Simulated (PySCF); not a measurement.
# What a mistake does to a calculation on BCGeH8N

These are calculations, not measurements. The program is PySCF 2.14.0, an open-source quantum chemistry code, run on an isolated molecule that a program drew, which may never have been made. The molecule is BCGeH8N (charge 0, singlet), drawn as the SMILES string `[BH2][GeH2][NH]C`.

Each row is a Hartree-Fock (HF) and frozen-core CCSD(T) single point in the cc-pVDZ basis, meant for a local HF minimum. Run 1 is clean. Each other run has one planted mistake out of seven kinds, and not every kind appears here: one electron removed, one electron added, multiplicity raised by two, geometry at a saddle point, minimal basis STO-3G, one bond length entered in bohr, all coordinates scaled. The reference is restricted for singlets and unrestricted otherwise, and also for a bond in bohr. Adding or removing an electron swaps singlet and doublet. Electrons count all cores. HOMO and LUMO are orbital energies over both spins, the gradient is its largest component, and the lowest frequency (negative if imaginary) is given only where the gradient is small. Bond lengths are over the 11 bonds as drawn. T1 is the CCSD diagnostic: over 0.02 (restricted) or 0.045 (unrestricted) a single reference is doubtful. Germanium has the cc-pVDZ-PP basis, with a core potential (ECP10MDF) in place of its 10 inner electrons, and its 3s, 3p and 3d shells are frozen in CCSD(T).

Geometry of the clean run:
```xyz
12
BCGeH8N, angstrom
B    -1.4793   -2.5137    3.0378
Ge   -0.5165   -0.6788    2.7505
N     0.3572   -0.4358    1.1368
C    -0.3760   -0.5690   -0.1086
H    -1.5158   -3.3672    2.1954
H    -2.0219   -2.7381    4.0848
H     0.5550   -0.4787    3.8346
H    -1.5512    0.4545    2.8569
H     1.2359   -0.9211    1.0942
H    -1.2678    0.0623   -0.0806
H    -0.7034   -1.5924   -0.3397
H     0.2336   -0.2197   -0.9460
```

| run | electrons | basis functions | <S^2> | HOMO (eV) | LUMO (eV) | gradient (hartree/bohr) | lowest frequency (cm^-1) | mean bond (Å) | longest bond (Å) | T1 | HF (hartree) | CCSD(T) (hartree) | mistake |
|---|---|---|---|---|---|---|---|---|---|---|---|---|---|
| 1 | 58 | 105 | 0.000 | -9.42 | 1.41 | 2.0e-05 | 65 | 1.3782 | 2.092 | 0.0107 | -414.99713 | -415.56983 | no fault |
| 2 | 58 | 105 | 0.000 | -9.38 | 1.56 | 6.4e-02 | - | 1.2941 | 1.964 | 0.0100 | -414.95139 | -415.51267 | all coordinates scaled |
| 3 | 57 | 105 | 0.767 | -16.00 | -5.09 | 7.5e-02 | - | 1.3782 | 2.092 | 0.0253 | -414.73275 | -415.26928 | one electron removed |
| 4 | 58 | 105 | 0.705 | -9.51 | 1.37 | 2.5e-02 | - | 1.4666 | 2.092 | 0.0539 | -414.87222 | -415.44358 | ? |

**Which mistake was planted in run 4, and what did it cost?**

The mean bond changes by a factor of 1.064 and the longest by 1.000, so the molecule wasn't scaled as a whole. A length L in bohr read as angstrom grows by (1/0.5292 - 1) L = 0.890 L. The 11 bonds together grew by 11 x 0.0884 = 0.972 Å, which gives L = 1.093 Å. That is the length of one of the C-H bonds, 1.093 Å in the clean geometry. So the mistake is: one bond length entered in bohr. Subtracting run 1 and multiplying by 627.51 kcal/mol a hartree, the energy moved by 78.4 kcal/mol in HF and 79.2 kcal/mol in CCSD(T).

Cautions from the logs. Run 4: T1 is over the limit, so its CCSD(T) energy is less reliable.
